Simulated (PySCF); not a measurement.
# Worked example: chemical shift, span and skew from a shielding tensor

silole (C4H6Si), SMILES C1=C[SiH2]C=C1. Atoms are numbered in the order given.

```xyz
11

C      0.0000     0.7425    -1.2958
C      0.0000     1.3580    -0.0885
Si     0.0000     0.0000     1.2083
C      0.0000    -1.3580    -0.0885
C      0.0000    -0.7425    -1.2958
H      0.0000     1.2814    -2.2501
H      0.0000     2.4452     0.0137
H     -1.2061     0.0000     2.0839
H      1.2061     0.0000     2.0839
H      0.0000    -2.4452     0.0137
H      0.0000    -1.2814    -2.2501
```
Charge 0, spin multiplicity 1.

Geometry: TPSSh-D3(BJ)/def2-SVP.

GIAO shieldings from PBE/pcSseg-1 (PySCF), non-relativistic, no solvent. The symmetric part of the tensor of C2 has the principal values -59.3, 35.8, 165.9 ppm. The same nucleus in TMS has σ = 182.0 ppm at this level (PySCF, at its B3LYP-D3(BJ)/def2-TZVP geometry).

Question: Work out the isotropic shielding, the ¹³C shift against TMS, the span and the skew.

Answer: 
σ(iso) = (σ11 + σ22 + σ33)/3 = 47.5 ppm. δ = σ(ref) − σ(iso) = 182.0 − (47.5) = 134.5 ppm.
Span Ω = σ33 − σ11 = 225.2 ppm. Skew κ = 3(σ(iso) − σ22)/Ω = 0.16. Tumbling in solution averages the tensor to δ; in a static solid the shielding alone would spread this spin-1/2 line over Ω.
